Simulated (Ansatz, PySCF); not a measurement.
Gas-phase reaction 3 R1 + R2 → 3 P1 + P2, each structure at its B3LYP-D3(BJ)/def2-TZVP stationary point, reached from a drawn start (curvature not checked).
P1: H2 (SMILES [H][H]), charge 0, multiplicity 1.
R1: HCl (SMILES Cl), charge 0, multiplicity 1.
R2: SiH4 (SMILES [SiH4]), charge 0, multiplicity 1.
P2: Cl3HSi (SMILES Cl[SiH](Cl)Cl), charge 0, multiplicity 1.

P less R. No zero-point or thermal terms.

Frozen-core correlation throughout. CBS(a, b) extrapolates the correlation energy as X⁻³ and adds the Hartree–Fock energy of set b.

Codes used: Ansatz (Gaussian basis) for Hartree–Fock, density functionals and correlated methods; PySCF for the D3/D4 terms. No computed number here is a measurement.

The comparison value is -232.7 kJ/mol (CCSD(T)/CBS(cc-pV(T+d)Z, cc-pV(Q+d)Z)). It is a level with limits of its own, not the exact answer.

Q: Order these levels by how close they come to the comparison value for the reaction energy, closest first: B3LYP-D3(BJ)/def2-TZVPP, r2SCAN/def2-TZVPP, BLYP/def2-TZVPP, SVWN5/def2-TZVPP, HF/cc-pV(Q+d)Z. Give each level's value less the comparison value.

A: r2SCAN/def2-TZVPP (-6.3 kJ/mol), B3LYP-D3(BJ)/def2-TZVPP (8.6 kJ/mol), SVWN5/def2-TZVPP (16.1 kJ/mol), BLYP/def2-TZVPP (29.2 kJ/mol), HF/cc-pV(Q+d)Z (49.4 kJ/mol)

Ansatz is a program for electronic structure.
